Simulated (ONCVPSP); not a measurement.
**What one change does to a pseudopotential (zinc (Zn), ONCV)**

```json
{"Element": "zinc (Zn)", "Generator": "ONCVPSP 4.0.1", "Type": "optimised norm-conserving Vanderbilt (ONCV)", "Functional": "PBE", "Relativity": "scalar-relativistic", "Frozen core": "[Ne]", "Valence charge": "20", "Reference configuration": "3s2 3p6 3d10 4s2", "Partial waves": "3s+4s: rc 1.10 bohr, ncon 4, nbas 9, qcut 13.1 1/bohr, 2 projectors; 3p: rc 0.95 bohr, ncon 4, nbas 7, qcut 14.5 1/bohr, 2 projectors, debl 1.3 Ha; 3d: rc 1.40 bohr, ncon 3, nbas 7, qcut 13.7 1/bohr, 2 projectors, debl 2.3 Ha", "Local potential": "polynomial inside 0.65 bohr (lpopt 3, dvloc0 0 Ha)", "Core correction": "Teter function, fcfact 6, rcfact 1.5"}
```

In the p channel the program set the typed energies aside and used -3.065, 0.250 Ha.

All-electron outer shells of the reference configuration (PBE, scalar-relativistic, ld1.x):

```json
{"shell": "2p", "level (eV)": "-1004.03", "outermost node (bohr)": "–", "outermost maximum (bohr)": "0.15"}
{"shell": "3s", "level (eV)": "-129.23", "outermost node (bohr)": "0.28", "outermost maximum (bohr)": "0.59"}
{"shell": "3p", "level (eV)": "-83.40", "outermost node (bohr)": "0.25", "outermost maximum (bohr)": "0.59"}
{"shell": "3d", "level (eV)": "-10.14", "outermost node (bohr)": "–", "outermost maximum (bohr)": "0.57"}
{"shell": "4s", "level (eV)": "-5.98", "outermost node (bohr)": "0.85", "outermost maximum (bohr)": "2.09"}
```

Change: functional PBEsol. In the p channel the program set the typed energies aside and used -3.060, 0.250 Ha.

Cutoffs: the cutoffs (Ha) at which the residual kinetic energy of the hardest occupied pseudo-wave falls to 1 and 0.1 mHa per electron; they do not see the model core or the augmentation charge, which bear on the density cutoff. Errors are all-electron minus pseudo energies relative to the spin-unpolarised reference configuration.

**Question.** What does the change do?

**Answer.** The potential gets neither clearly harder nor softer (63 Ha and 71 Ha → 63 Ha and 71 Ha); of the 4 tests that both files solve, the error grows in 2 and shrinks in 0 by more than 15 % and 0.3 meV (median size 3.4 → 4.1 meV); neither file shows a bound ghost.

```tsv
quantity	base	changed
cutoff, loose	63 Ha	63 Ha
cutoff, tight	71 Ha	71 Ha
loose cutoff by channel	s 54 Ha, p 49 Ha, d 63 Ha	s 54 Ha, p 50 Ha, d 63 Ha
bound ghosts	none	none
GHOST(+) flags under 300 eV	none	none
error for 3s2 3p6 3d10 4s1, meV [ΔE 9.89 → 9.90 eV]	+0.8	+0.9
error for 3s2 3p6 3d10 4s0, meV [ΔE 28.33 → 28.25 eV]	+6.0	+7.3
error for 3s2 3p6 3d9 4s0, meV [ΔE 68.86 → 68.76 eV]	+6.5	+8.2
error for 3s2 3p6 3d10 4s1.5, meV [ΔE 3.94 → 3.95 eV]	+0.1	+0.1
s: phases at 1.12 bohr within 0.05 rad from the reference energy up to (Ha; the scan ends near 5)	to the end of the scan	to the end of the scan
p: phases at 0.96 bohr within 0.05 rad from the reference energy up to (Ha; the scan ends near 5)	to the end of the scan	to the end of the scan
d: phases at 1.42 bohr within 0.05 rad from the reference energy up to (Ha; the scan ends near 5)	to the end of the scan	to the end of the scan
rms error of d²Exc/dni dnj with the model core, mHa	2.21	1.92
```
